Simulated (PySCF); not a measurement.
Delta-SCF ions had no search for a lower state. Excitations are Tamm–Dancoff values on a coarser integration grid. The basis has no diffuse functions, so Rydberg states are missing or too high.

Cartesian coordinates (Å):
SMILES: SB([SiH3])[SiH3]
```xyz
11

Si     1.5974    -0.6229     0.0899
B     -0.0646     0.5020     0.0952
Si    -1.8813    -0.2777    -0.2845
S     -0.0129     2.2351     0.4286
H      1.8385    -1.1601    -1.2743
H      1.4564    -1.7792     1.0112
H      2.7908     0.1636     0.4999
H     -1.8670    -0.9504    -1.6093
H     -2.1964    -1.3073     0.7398
H     -2.9667     0.7355    -0.2823
H      1.3056     2.4324     0.6452
```
Charge 0, multiplicity 1.

Question: What HOMO, S1–T1 gap (TDA), LUMO, total energy, dipole moment, HOMO–LUMO gap, T1 excitation (TDA) and vertical ionisation energy (Delta-SCF) does PySCF 2.14.0 with PBE-D3(BJ)/def2-TZVP // B3LYP-D3(BJ)/def2-TZVP give?

Answer: 
```
Property                                        Value
--------------------------------------  -------------
HOMO                                         -6.68 eV
S1–T1 gap (TDA)                               0.66 eV
LUMO                                         -3.07 eV
total energy                            -1005.7543 Ha
dipole moment                                  1.13 D
HOMO–LUMO gap                                 3.60 eV
T1 excitation (TDA)                           3.20 eV
vertical ionisation energy (Delta-SCF)        9.35 eV
```
